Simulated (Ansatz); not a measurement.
Born–Oppenheimer molecular dynamics of Al₂F₂H₄O₂ (10 atoms, charge 0, multiplicity 1). It starts at the highest image of a converged band, a first-order saddle point between two minima.

All numbers below come from Ansatz 0.2.0, RHF/def2-SVP.

```json
{
  "ensemble": "NVE (velocity Verlet)",
  "time step": "0.5 fs",
  "steps asked": "200",
  "starting velocities drawn for": "300 K",
  "seed": "4236"
}
```

First frame:

```xyz
10
Properties=species:S:1:pos:R:3
Al -0.202 0.563 0.133
O -0.298 -0.748 1.395
H -0.980 -1.340 1.667
F 0.967 0.367 -1.014
F -1.685 1.060 -0.397
O 0.371 1.373 1.654
Al 1.059 2.736 2.441
H 1.333 2.604 3.981
H 1.349 4.009 1.572
H 0.064 0.249 1.983
```

(1) How far do the bonds stretch over the last three quarters of this one trajectory? (Pairs bonded in most of those frames.)

## Answers

(1) 
```tsv
bond	mean (Å)	spread (Å)	shortest	longest
Al1–O2	1.713	0.035	1.65	1.77
Al1–F4	1.660	0.032	1.61	1.72
Al1–F5	1.654	0.025	1.61	1.70
Al1–O6	2.012	0.042	1.89	2.07
O2–H3	0.942	0.004	0.93	0.95
O6–Al7	1.784	0.049	1.70	1.86
O6–H10	0.969	0.059	0.88	1.06
Al7–H8	1.569	0.033	1.52	1.62
Al7–H9	1.558	0.010	1.54	1.58
```

Mean temperature of the second half: 517 K. The conserved energy stayed within 0.48 meV per atom of its start (net change -0.048 meV per atom), so the integration is sound. The kinetic energy rose, since the run started high on the potential surface and went downhill. A run of 0.1 ps of so small a system gives no equilibrium averages. The orbitals stay closed-shell, which can raise the energy where a bond breaks towards radicals; this wasn't checked here.

Time of the run: 4.3 min on 2 threads of Arm Neoverse V1 (shared host), peak memory 0.23 GiB.
